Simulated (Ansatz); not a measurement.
Reaction (ligand exchange at the Si–O bond): `F[SiH2]O[SiH2]F` + `NBO` → `NBO[SiH2]F` + `O[SiH2]F`

Gas-phase electronic energies from Ansatz, PBE0-D4/def2-TZVP geometries. CCSD(T)/CBS adds triple-zeta CCSD(T) − MP2 to the extrapolated MP2 energy (def2 sets, frozen cores). This one scheme is used for every species. DFT in def2-TZVPP. B3LYP here is the variant with VWN-RPA as its local correlation; programs differ in this. Each species was taken in one conformer, which may not be the lowest.

Problem. Is it downhill or uphill in electronic energy at CCSD(T)/CBS, and by how much? (Estimate.)

Solution. Ansatz gave: Uphill: ΔE = +13.1 kJ/mol.

Problem. What do these levels give: PBE-D4, ωB97X-V, ωB97M-V, PBE, r2SCAN, PBE0, B3LYP, CCSD/def2-TZVPP, MP2/def2-QZVPP, SCS-MP2/def2-QZVPP, HF/CBS(def2), MP2/CBS(def2)? (Best estimate.)

Solution. The calculation gave: PBE-D4 11.4, ωB97X-V 12.9, ωB97M-V 12.5, PBE 10.7, r2SCAN 12.2, PBE0 12.3, B3LYP 13.0, CCSD/def2-TZVPP 13.5, MP2/def2-QZVPP 13.1, SCS-MP2/def2-QZVPP 13.9, HF/CBS(def2) 17.7, MP2/CBS(def2) 13.0 kJ/mol.

Largest T1 diagnostic among the species: 0.012.

In def2-TZVPP, CCSD(T) changes the Hartree–Fock value by −4.1 kJ/mol (the triples alone add −1.0 kJ/mol) and MP2 by −4.2 kJ/mol.
